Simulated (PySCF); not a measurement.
Electronic absorption of C6H4ClF2N

Compound: C6H4ClF2N.
Structure used (GFN2-xTB), in Å, numbered top down from 1:
```
atom  x, y, z in Å
N1     4.038    2.841   -1.312
C2     3.241    2.112   -0.927
C3     2.291    1.245   -0.467
C4     1.436    0.491   -0.073
C5     0.420   -0.431    0.418
F6     0.397   -0.410    1.782
F7     0.761   -1.712    0.090
C8    -0.965   -0.092   -0.141
C9    -2.009   -1.071    0.384
Cl10  -3.608   -0.650   -0.283
H11   -0.917   -0.138   -1.231
H12   -1.217    0.927    0.159
H13   -2.086   -1.020    1.471
H14   -1.784   -2.091    0.073
```

Method used: TDDFT PBE0/def2-SVPD, vertical, gas phase, core orbitals frozen in the response (PySCF 2.14.0, density-fitted response routines).

Problem. What does the calculation give for the low-lying excited states?

Solution. 

```
state  E (eV)  λ (nm)       f  symmetry  main configurations (H = HOMO, L = LUMO)
   S1    5.07   244.5  0.0000         –     H-3→L (59%), H→L (27%), H-2→L+1 (14%)
   S2    5.37   231.0  0.0022        A′   H-2→L (49%), H-3→L+1 (33%), H→L+1 (17%)
   S3    5.42   228.9  0.0001         –                             H-2→L+1 (85%)
   S4    6.06   204.6  0.0000         –                              H-1→L (100%)
   S5    6.12   202.6  0.0001         –                    H→L (66%), H-3→L (32%)
   S6    6.16   201.3  0.0000         –                             H-1→L+1 (98%)
```

Triplets, Tamm–Dancoff:

```json
{"state": "T1", "E (eV)": "4.09", "λ (nm)": "303.5", "main configurations (H = HOMO, L = LUMO)": "H-2→L (56%), H-3→L+1 (31%), H→L+1 (9%)"}
{"state": "T2", "E (eV)": "4.51", "λ (nm)": "275.1", "main configurations (H = HOMO, L = LUMO)": "H-3→L (49%), H-2→L+1 (32%), H→L (16%)"}
```

The lowest singlet comes at 245 nm (489 kJ/mol) in the ultraviolet; it is dark (f under 0.0005); its leading configuration is HOMO-3→LUMO (59%). The most intense listed level is S2 at 5.37 eV (231 nm, f = 0.0022), 0.30 eV above S1. Löwdin shares by element: HOMO (one of a set within 0.03 eV) chlorine 65%, carbon 20% or more (atoms not listed hold the other 15%); LUMO carbon 63% or more, nitrogen 21% (atoms not listed hold the other 16%). Of the 6 states listed, none reaches f = 0.01 and 5 stay under 0.0005. The listed states span 1.09 eV, and the widest gap between neighbours is 0.64 eV (S3 to S4). Symmetry labels in Cs follow from the direction of the transition dipole and are given only for states with f of 0.002 or more. The window holds the lowest 6 singlets.

One conformer stands for the species.
